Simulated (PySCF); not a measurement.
SrCl, SMILES [Cl][Sr+], charge +1. The structure is a stationary point at r2SCAN-D4/def2-TZVPD. The multiplicity is an assumed one; other spin states were not compared. The def2 effective core potentials stand for the cores of Sr; spin–orbit coupling is left out.

Computed equilibrium geometry at r2SCAN-D4/def2-TZVPD (PySCF confirms it by a frequency run) as Cartesian coordinates in Å, and its point group:
point group C∞v.
```xyz
2

Sr     0.0000     0.0000    -0.7645
Cl     0.0000     0.0000     1.7088
```
Charge +1, spin multiplicity 1.
